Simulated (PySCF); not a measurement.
Species: C₂H₁₃NOSi₃.
Z-matrix (Å and degrees, PBE0-D3(BJ)/def2-SVP geometry), rows numbered from 1:
```
C 
C   1  1.5105
O   2  1.4076  1  109.60
Si  3  1.6616  2  128.35  1  -153.15
N   4  1.7375  3  102.93  2   148.77
Si  5  1.7615  4  117.82  3   -17.93
Si  5  1.7512  4  122.24  3   163.55
H   1  1.1001  2  110.39  3   -58.62
H   1  1.1002  2  110.61  3    60.98
H   1  1.1005  2  110.65  3  -178.73
H   2  1.1057  1  110.10  3   120.53
H   2  1.1072  1  110.27  3  -121.81
H   4  1.4924  3  112.63  2   -92.33
H   4  1.4983  3  108.26  2    28.07
H   6  1.4975  5  105.48  4  -171.13
H   6  1.4907  5  113.20  4    70.57
H   6  1.4934  5  111.80  4   -53.47
H   7  1.4944  5  111.66  4   116.77
H   7  1.4953  5  107.52  4    -2.44
H   7  1.4946  5  111.60  4  -122.12
```

All values: PBE0/pcSseg-1 and CAM-B3LYP/def2-SVPD (PySCF, non-relativistic), on one gas-phase PBE0-D3(BJ)/def2-SVP geometry that isn't relaxed in the solvent. The solvent is an IEF-PCM continuum (Bondi radii, 1.10 Å for H, scaled by 1.2). Specific hydrogen bonds and non-electrostatic terms are outside this model.

Gas phase at PBE0/pcSseg-1: HOMO -7.52 eV, LUMO 0.14 eV, dipole 1.49 D.

Question: What does the continuum do to the energy, the frontier levels and the dipole at PBE0/pcSseg-1 in chloroform and acetone?

Answer: 
| solvent | ε | E(solvent) − E(gas) (kcal/mol) | polarisation term (kcal/mol) | distortion of the solute (kcal/mol) | HOMO (eV) | LUMO (eV) | dipole (D) |
| --- | --- | --- | --- | --- | --- | --- | --- |
| chloroform | 4.711 | -1.13 | -1.22 | 0.09 | -7.49 | 0.19 | 1.73 |
| acetone | 20.49 | -1.55 | -1.74 | 0.19 | -7.49 | 0.20 | 1.83 |

The first energy column is the sum of the next two and covers electrostatics alone. From chloroform to acetone the lowering changes by a factor 1.38, Onsager's factor (ε − 1)/(2ε + 1) by 1.30 and ε itself by 4.3.

Question: Which radius a makes the point-dipole formula ΔE = −[(ε − 1)/(2ε + 1)]·μ²/a³ give the value in acetone, with the gas-phase dipole?

Answer: μ = 0.587 au and |ΔE| = 0.00248 Eh give a = 2.12 Å; the farthest nucleus lies 4.19 Å from the centroid of the nuclei, so such a sphere wouldn't even hold the nuclei. The formula assumes a rigid point dipole at the centre of a sphere.

Question: Which Mulliken charges (PBE0/pcSseg-1) respond most in acetone (means over atoms taken as equivalent)?

Answer: 
| atoms | environment | gas (e) | solvent (e) | change |
| --- | --- | --- | --- | --- |
| O3 | silyl ether oxygen | -0.666 | -0.680 | -0.014 |
| C1 | methyl carbon | -0.303 | -0.315 | -0.012 |
| H11/H12 | methylene hydrogen | +0.107 | +0.118 | +0.011 |
| Si4 | oxygen-bound silicon | +0.969 | +0.977 | +0.008 |
| Si6/Si7 | SiH3 silicon | +0.647 | +0.653 | +0.006 |
| H8/H9/H10 | methyl hydrogen | +0.123 | +0.125 | +0.002 |
| H15 (×6) | Si–H hydrogen | -0.097 | -0.099 | -0.002 |
| H13/H14 | Si–H hydrogen | -0.125 | -0.128 | -0.003 |

Question: How do the nuclear quadrupole coupling constants eQVzz/h respond in acetone?

Answer: 
| nucleus | Q (barn) | gas (MHz) | solvent (MHz) | η gas | η solvent |
| --- | --- | --- | --- | --- | --- |
| 17O at O3 | -0.0256 | -10.17 | -10.03 | 0.43 | 0.43 |
| 14N at N5 | 0.02044 | -2.91 | -2.89 | 0.09 | 0.10 |

Gas phase at CAM-B3LYP/def2-SVPD: HOMO -8.82 eV, LUMO 0.93 eV, dipole 1.45 D.

Question: What does the continuum do to the energy, the frontier levels and the dipole at CAM-B3LYP/def2-SVPD in acetone?

Answer: 
```
solvent      ε  E(solvent) − E(gas) (kcal/mol)  polarisation term (kcal/mol)  distortion of the solute (kcal/mol)  HOMO (eV)  LUMO (eV)  dipole (D)
acetone  20.49                           -1.43                         -1.63                                 0.20      -8.78       1.00        1.83
```

Question: How does the static polarisability (CAM-B3LYP/def2-SVPD, frozen core, with the continuum's full static response) change?

Answer: 
```json
{"medium": "gas", "isotropic (au)": "114.3", "principal values (au)": "97.0, 114.0, 132.0", "⟨r²⟩ of the electrons (bohr²)": "1882.1"}
{"medium": "acetone", "isotropic (au)": "150.8", "principal values (au)": "137.5, 152.5, 162.4", "⟨r²⟩ of the electrons (bohr²)": "1881.3"}
```

The isotropic value in acetone is 1.32 times the gas-phase one; no cavity-field correction is applied. ⟨r²⟩ is taken about the centre of nuclear charge.
